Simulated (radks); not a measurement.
Question: These are the eigenvalues of the occupied orbitals of an atom or ion with whole-number occupations (eV). Calculated with a radial shooting solver on a logarithmic mesh with Libxc functionals: non-relativistic Kohn-Sham, BLYP, spin-unpolarised, spherical densities, point nucleus.

orbital  eigenvalue
1s        -4372.590
2s        -469.4331
2p        -387.8125
3s         -54.1148
3p         -33.3658
4s          -4.0054
3d          -3.2417

Which element is it, and in what charge state? The configuration may be excited.

Answer: Z = 21, scandium, charge 0: Sc in [Ar] 3d1 4s2. The list shows which subshells hold electrons but not how many an open one holds; the 1s level, -160.69 hartree, gives Z - s = 17.9 by -(Z - s)^2/2, which with screening narrows Z to a few neighbours, and the depths of the outer levels then fix element, charge and occupations together.
